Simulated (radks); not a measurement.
Q: The mean radii <r> (bohr) of the occupied orbitals of an atom or ion are listed with their occupations. All-electron calculation, non-relativistic Kohn-Sham, LB94 model potential, spin-polarised, spherical densities, point nucleus. Program: a radial shooting solver on a logarithmic mesh with Libxc functionals.

orbital  occ.      <r>
1s down     1  0.05678
1s up       1  0.05678
2s up       1   0.2565
2s down     1   0.2568
2p up       3   0.2238
2p down     3   0.2242
3s up       1   0.6948
3s down     1   0.6934
3p up       3   0.6909
3p down     1   0.6888

Name the element and its charge. Open shells, if any, are filled with parallel spins first.

A: Z = 27, cobalt, charge +11: Co11+ in [Ne] 3s2 3p4. The 1s radius gives Z: for a bare nucleus <r> = 1.5/Z, 0.05556 bohr for Z = 27, and screening makes it slightly larger (0.05678 here). The occupations add up to 16, and the charge is Z minus that.
